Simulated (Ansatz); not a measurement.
FGaGeH$_{4}$Si, relaxed with RKS PBE-D4/def2-SVP in Ansatz 0.2.0 from a rough embedded geometry. The force threshold is 0.03 eV/Å; the program also tests the step.

Total charge 0; spin multiplicity 1. The bonds changed during the relaxation, so this is another structure than the one it started from.

Start:

```xyz
8

F     0.408   -2.045    1.406
Si   -0.123   -1.083    0.115
Ga    0.104   -0.094   -1.806
Ge   -0.190    1.184    0.856
H    -1.464   -1.484   -0.278
H     0.885   -0.156   -1.146
H    -0.893    2.022   -0.197
H     1.273    1.657    1.050
```

```csv
step,energy (eV),largest force (eV/Å),largest move (Å)
1,-119505.3341,25.330,0.000
2,-119510.9602,9.891,0.194
3,-119513.2268,3.346,0.194
4,-119514.2663,1.707,0.195
5,-119514.7265,0.642,0.195
6,-119514.8624,0.553,0.198
7,-119514.9069,0.689,0.120
8,-119515.0006,0.379,0.195
9,-119515.0911,0.228,0.196
10,-119515.1923,0.229,0.195
11,-119515.2911,0.189,0.195
12,-119515.3471,0.199,0.194
13,-119515.3686,0.364,0.177
14,-119515.4220,0.276,0.200
15,-119515.4432,0.710,0.197
16,-119515.4672,0.269,0.145
17,-119515.4770,0.192,0.110
18,-119515.4838,0.066,0.038
19,-119515.4846,0.037,0.015
20 (rejected),-119515.4845,0.036,0.020
21,-119515.4849,0.009,0.010
```

End:

```xyz
8

F     0.844   -1.824    1.216
Si   -0.191   -1.022    0.214
Ga    0.968    1.209   -1.414
Ge   -0.592    1.277    1.016
H    -1.486   -1.789    0.150
H     0.395   -1.205   -1.201
H    -0.909    1.654   -0.586
H     0.970    1.700    0.605
```

Hardware: 4 threads of an Intel Xeon Platinum 8259CL on a shared host. Wall time 30 s, peak host memory 0.28 GiB.
